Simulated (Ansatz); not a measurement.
BrH₃O₃Sn (`[OH][Sn]([OH])([OH])[Br]`), relaxed with RKS PBE-D4/def2-SVP in the Gaussian-basis code of Ansatz from a rough embedded geometry. The force threshold is 0.03 eV/Å; the program also tests the step.

Charge 0, multiplicity 1. Sn takes the def2 core potential.

Start:

```xyz
8

O    -0.236   -1.764    0.307
Sn    0.349    0.089    0.152
O     0.890    0.401   -1.695
O    -1.099    1.304    0.552
Br    2.304    0.566    1.686
H    -0.469   -1.877    1.326
H     0.093    0.233   -2.279
H    -1.832    1.047   -0.049
```

Q: By how much does the energy fall, and how many steps does the optimiser take? (Best estimate.)

A: The calculation gave: 8.85 kcal/mol, in 12 steps, 2 of them rejected.

Q: Which bonds change most? (Estimate.)

A: The calculation gave: O1–H6 from 1.052 to 0.979 Å; Sn2–O4 from 1.932 to 1.993 Å; O1–Sn2 from 1.950 to 2.000 Å; Sn2–O3 from 1.950 to 1.993 Å.

Q: Give the relaxed structure. (An estimate is asked.)

A: The calculation gave: 
```xyz
8

O    -0.334   -1.783    0.249
Sn    0.181    0.147    0.150
O     0.418    0.522   -1.793
O    -1.219    1.403    0.808
Br    2.191    0.545    1.582
H    -0.164   -2.116    1.154
H     0.778   -0.279   -2.224
H    -1.849    1.561    0.074
```
